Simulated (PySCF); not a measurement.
Delta-SCF ions had no search for a lower state. Excitations are Tamm–Dancoff values on a coarser integration grid. The basis has no diffuse functions, so Rydberg states are missing or too high.

**CH3BO2, SMILES `OC(=O)B` (H–B–C–O torsion 87°, O–C–O–H torsion 0°) (charge 0, multiplicity 1)**

All values below come from TPSSh-D3(BJ)/def2-TZVP // B3LYP-D3(BJ)/def2-TZVP (PySCF).

```yaml
HOMO: -7.42 eV
dipole_moment: 1.45 D
LUMO: -2.40 eV
HOMO–LUMO gap: 5.01 eV
S1 excitation (TDA): 4.84 eV
S1 oscillator strength: 0.048
T1 excitation (TDA): 3.84 eV
S1–T1 gap (TDA): 1.00 eV
vertical ionisation energy (Delta-SCF): 10.53 eV
total_energy: -215.2903 Ha
cost: roughly 110 core-seconds
```

```xyz
7

B     -1.1290    -0.1533     0.0971
C      0.3781     0.2024    -0.1083
O      0.5906     1.2682    -0.6474
O      1.3511    -0.6300     0.2924
H     -1.7149    -0.6988    -0.7784
H     -1.6820     0.2306     1.0739
H      2.2060    -0.2191     0.0707
```
Charge 0, spin multiplicity 1.
